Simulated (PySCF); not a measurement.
Work out the structure from these simulated measurements.

Formula: C7H6ClN.

* NMR, other nuclei: isotropic shieldings of nuclei other than C and H, by class: -71 (1 N), 743 (1 Cl) ppm [GIAO PBE0/pcSseg-1]
* UV, strongest line: among the 6 lowest singlet transitions: S2 at 4.58 eV (271 nm, f = 0.349) [TDDFT PBE0/def2-SVPD]
* Polarisability: 109.5 au [PBE0/def2-SVPD]
* Dipole: 3.00 D [PBE0/def2-SVPD]
* Triplet: lowest triplet excitation (Tamm–Dancoff): 3.02 eV [TDA PBE0/def2-SVPD]
* Rotational structure: rotational constants A, B, C: 5.362, 0.607, 0.545 GHz [GFN2-xTB]
* 13C NMR: chemical shifts (computed TMS as zero) by class: 158.9 (1 C), 155.6 (1 C), 143.0 (1 C), 142.2 (1 C), 138.7 (1 C), 127.4 (1 C), 126.8 (1 C) ppm [GIAO PBE0/pcSseg-1]
* 1H NMR: chemical shifts (computed TMS as zero) by class: 8.85 (1 H), 8.13 (1 H), 7.90 (1 H), 7.22 (1 H), 7.12 (1 H), 6.80 (1 H) ppm [GIAO PBE0/pcSseg-1]

Electronic properties: PySCF, gas phase, density fitting. Levels stand in brackets. Geometry: GFN2-xTB, one conformer, isolated molecule. Each NMR value is the plain mean over a class of atoms that symmetry, rotation or inversion makes alike.

Question: Propose a structure and show how it fits.

Answer: Numbering: `[Cl:1]/[CH:2]=[CH:3]/[c:4]1[cH:5][cH:6][cH:7][cH:8][n:9]1`. Its formula, C7H6ClN, gives 5 degrees of unsaturation: 1 ring and 4 π bonds in the structure found (Kekulé form). 7 carbons fall into 7 classes; from least to most shielded: substituted aromatic carbon [C4] (158.9 ppm), aromatic CH next to a ring nitrogen [C8] (155.6 ppm), aromatic CH carbon [C6] (143.0 ppm), vinylic C–Cl carbon [C2] (142.2 ppm), alkene CH carbon [C3] (138.7 ppm), aromatic CH carbon [C5] (127.4 ppm), aromatic CH carbon [C7] (126.8 ppm). Hydrogen classes from least to most shielded: 1 H on an aromatic CH next to a ring nitrogen, C8 (8.85 ppm), 1 H on a vinylic C–Cl carbon, C2 (8.13 ppm), 1 H on an aromatic CH carbon, C6 (7.90 ppm), 1 H on an aromatic CH carbon, C7 (7.22 ppm), 1 H on an aromatic CH carbon, C5 (7.12 ppm), 1 H on an alkene CH carbon, C3 (6.80 ppm). The other shieldings belong to: -71 ppm, pyridine-type nitrogen [N9]; 743 ppm, vinyl chlorine [Cl1]. The optimised geometry has point group Cs and is an asymmetric top. Structure: `Cl/C=C/c1ccccn1`. Computed isomers that give other values at the same levels: `C=Nc1cccc(Cl)c1` (13C chemical shifts (computed TMS as zero) by class: 158.2 (1 C), 155.4 (1 C), 146.5 (1 C), 135.3 (1 C), 131.3 (1 C), 127.7 (1 C), 121.0 (1 C) ppm); `C=C1C[C@@H](C#N)/C1=C/Cl` (13C chemical shifts (computed TMS as zero) by class: 147.4 (1 C), 143.3 (1 C), 131.0 (1 C), 124.5 (1 C), 122.8 (1 C), 35.7 (1 C), 25.8 (1 C) ppm); `N#C/C=C1C=C\1CCCl` (13C chemical shifts (computed TMS as zero) by class: 153.9 (1 C), 138.9 (1 C), 137.3 (1 C), 122.8 (1 C), 55.7 (1 C), 46.6 (1 C), 34.1 (1 C) ppm). The assignments are read from this structure; whether some other isomer fits the data as well wasn't checked.

Shape of the structure used: `[Cl:1]/[CH:2]=[CH:3]/[c:4]1[cH:5][cH:6][cH:7][cH:8][n:9]1`: C2–C3–C4–C5 180°.
